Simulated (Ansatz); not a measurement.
Computed with Ansatz on PBE0-D4/def2-TZVP structures; ΔE is electronic, products minus reactants. CCSD(T)/CBS adds triple-zeta CCSD(T) − MP2 to the extrapolated MP2 energy (def2 sets, frozen cores). This one scheme is used for every species. DFT in def2-TZVPP. B3LYP here is the variant with VWN-RPA as its local correlation; programs differ in this. HSE06 is defined as in plane-wave codes. def2 core potentials past Kr. For In outer-core shells are correlated without core-valence functions, which leaves a few kJ/mol of doubt a bond. Each species was taken in one conformer, which may not be the lowest.

Consider the hydrogenolysis of the Si–N bond: `N[SiH2][InH][F]` + H₂ → `[F][InH][SiH3]` + NH₃.

`N[SiH2][InH][F]`:

Cartesian coordinates in Å:
```
N -1.431 -0.455 0.183
Si 0.184 -1.016 0.161
In 1.397 1.211 -0.136
F -0.189 2.335 -0.563
H -1.628 0.476 -0.153
H -2.238 -1.055 0.192
H 0.562 -1.718 1.419
H 0.536 -1.955 -0.948
H 2.808 2.179 -0.155
```

H₂:

Cartesian coordinates in Å:
```
H -0.271 -0.251 0.054
H 0.271 0.251 -0.054
```

`[F][InH][SiH3]`:

```xyz
7

F     2.038   -0.190   -1.736
In    0.380   -0.929   -0.976
Si   -0.484    0.643    0.849
H     0.004   -2.406   -1.760
H    -0.735    1.984    0.259
H     0.544    0.763    1.915
H    -1.746    0.135    1.449
```

NH₃:

Z-matrix (Å, degrees):
```
N
H 1 1.013
H 1 1.013 2 107.1
H 1 1.013 2 107.1 3 -114.5
```

Problem. Is it downhill or uphill in electronic energy at CCSD(T)/CBS, and by how much? (An estimate is asked.)

Solution. Computed: Uphill: ΔE = +22.0 kJ/mol.

Problem. What do these levels give: PBE0-D4, HSE06-D4, B2PLYP, PBE-QIDH, B3LYP, CAM-B3LYP, LC-ωPBE, RPA@PBE/def2-TZVPP, HF/def2-TZVPP, HF/def2-QZVPP, MP2/CBS(def2), CCSD/CBS(def2)? (An estimate is asked.)

Solution. Computed: PBE0-D4 17.9, HSE06-D4 17.7, B2PLYP 18.6, PBE-QIDH 18.5, B3LYP 13.9, CAM-B3LYP 17.5, LC-ωPBE 16.0, RPA@PBE/def2-TZVPP 14.6, HF/def2-TZVPP 2.8, HF/def2-QZVPP 3.1, MP2/CBS(def2) 31.3, CCSD/CBS(def2) 18.9 kJ/mol.

Largest T1 diagnostic among the species: 0.016.

At CCSD(T), def2-SVP lies −18.6 kJ/mol from the extrapolated value and def2-TZVPP −4.7 kJ/mol. In def2-TZVPP, CCSD(T) changes the Hartree–Fock value by +14.5 kJ/mol (the triples alone add +3.1 kJ/mol) and MP2 by +23.8 kJ/mol.
